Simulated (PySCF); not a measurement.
ClH₅N₂OSn, SMILES [NH2][Sn]([NH2])([OH])[Cl].

Geometry: PBE-D3(BJ)/def2-SVP. The def2 effective core potentials stand for the cores of Sn; spin–orbit coupling is left out. Other conformers were not sampled.

The numbers are results of PySCF with TDA-CAM-B3LYP/def2-SVPD, not measurements.

Vertical excitations. The molecule is in vacuum.

Computed excitation energies, oscillator strengths and character:
```json
[
 {"state": "S1", "energy (eV)": "5.50", "λ (nm)": "225", "f": "0.083", "main pairs": "HOMO→LUMO 78 %"},
 {"state": "S2", "energy (eV)": "5.60", "λ (nm)": "221", "f": "0.114", "main pairs": "HOMO−1→LUMO 77 %"},
 {"state": "S3", "energy (eV)": "6.03", "λ (nm)": "205", "f": "0.085", "main pairs": "HOMO−2→LUMO 82 %"},
 {"state": "S4", "energy (eV)": "6.23", "λ (nm)": "199", "f": "0.007", "main pairs": "HOMO−4→LUMO 74 %, HOMO−3→LUMO 15 %"},
 {"state": "S5", "energy (eV)": "6.24", "λ (nm)": "199", "f": "0.054", "main pairs": "HOMO−3→LUMO 71 %, HOMO−4→LUMO 14 %"},
 {"state": "S6", "energy (eV)": "7.29", "λ (nm)": "170", "f": "0.082", "main pairs": "HOMO−5→LUMO 54 %, HOMO→LUMO+1 24 %"},
 {"state": "S7", "energy (eV)": "7.33", "λ (nm)": "169", "f": "0.051", "main pairs": "HOMO→LUMO+1 35 %, HOMO−5→LUMO 21 %, HOMO−1→LUMO+1 14 %, HOMO→LUMO+3 11 %"},
 {"state": "S8", "energy (eV)": "7.45", "λ (nm)": "166", "f": "0.019", "main pairs": "HOMO−1→LUMO+1 43 %, HOMO−1→LUMO+3 17 %, HOMO→LUMO+1 14 %, HOMO−1→LUMO+2 11 %"},
 {"state": "S9", "energy (eV)": "7.70", "λ (nm)": "161", "f": "0.015", "main pairs": "HOMO−1→LUMO+2 55 %, HOMO→LUMO+2 13 %"},
 {"state": "S10", "energy (eV)": "7.86", "λ (nm)": "158", "f": "0.036", "main pairs": "HOMO→LUMO+2 48 %, HOMO−6→LUMO 17 %, HOMO−1→LUMO+2 11 %"},
 {"state": "T1", "energy (eV)": "4.70", "λ (nm)": "264", "f": "0", "main pairs": "HOMO→LUMO 69 %, HOMO−1→LUMO 20 %"},
 {"state": "T2", "energy (eV)": "4.75", "λ (nm)": "261", "f": "0", "main pairs": "HOMO−1→LUMO 69 %, HOMO→LUMO 20 %"},
 {"state": "T3", "energy (eV)": "5.43", "λ (nm)": "228", "f": "0", "main pairs": "HOMO−2→LUMO 83 %"},
 {"state": "T4", "energy (eV)": "5.71", "λ (nm)": "217", "f": "0", "main pairs": "HOMO−3→LUMO 76 %"}
]
```
Triplets are in the Tamm–Dancoff approximation.
